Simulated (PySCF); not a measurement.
A GIAO shielding run with PySCF 2.14.0 with density-fitted response routines (density fitting, non-relativistic, gas phase) on `F[SiH2]OCOC[SiH3]`, C$_{2}$H$_{9}$FO$_{2}$Si$_{2}$:

```
$ OMP_NUM_THREADS=1 python probes_run.py task.json out

{"job": {"kind": "nmr", "xc": "PBE0", "basis": "pcSseg-1"}, "charge": 0, "multiplicity": 1}
F     -3.697679    -0.188733    -0.915407
Si    -3.027005     0.351922     0.446568
O     -1.434823     0.161970     0.362911
C     -0.638499    -0.970113     0.198915
O      0.688797    -0.677131     0.399806
C      1.251526     0.183628    -0.588475
Si     3.050679     0.469127    -0.036097
H     -3.664987    -0.456021     1.472250
H     -3.146292     1.790458     0.471321
H     -0.808418    -1.373661    -0.816391
H     -0.901972    -1.731260     0.943122
H      1.176557    -0.295816    -1.573687
H      0.680316     1.116090    -0.637359
H      3.747881    -0.816145    -0.029670
H      3.672630     1.377039    -1.005832
H      3.043691     1.067589     1.296614
```

Hardware: 1 thread of an Arm Neoverse N1, shared host. The job also computes population analyses, field gradients.

**Question.** How large is the calculation?

**Answer.** 74 electrons, 178 basis functions and 973 auxiliary functions.

**Question.** How long does it take, and how much memory does it need?

**Answer.** 56 s of wall time, with 13 SCF cycles and 4 response iterations; peak memory 0.81 GiB. Times on a shared host scatter by some tens of per cent.
